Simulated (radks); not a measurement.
All-electron atom: Yb58+ in [Ne] 3s2 (the NIST ground configuration). Method: Dirac Kohn-Sham, relativistic LDA (MacDonald-Vosko exchange, VWN5 correlation), spin-unpolarised, spherical densities, finite nucleus; Fermi nuclear charge, rms radius 5.3108 fm; computed with a radial shooting solver on a logarithmic mesh with Libxc functionals. Some entries of the table are withheld. Estimate them.

orbital,occ.,eigenvalue (eV),<r> (bohr),<1/r> (bohr^-1)
1s1/2,2,(1),0.01974,80.28
2s1/2,2,-14767.20,0.08182,19.70
2p1/2,2,-14372.75,0.06780,19.63
2p3/2,4,-13303.18,0.07495,16.90
3s1/2,2,-6063.925,(2),8.037

Answer. 
(1) 1s1/2 eigenvalue (eV): -65473.43
(2) 3s1/2 <r> (bohr): 0.1965
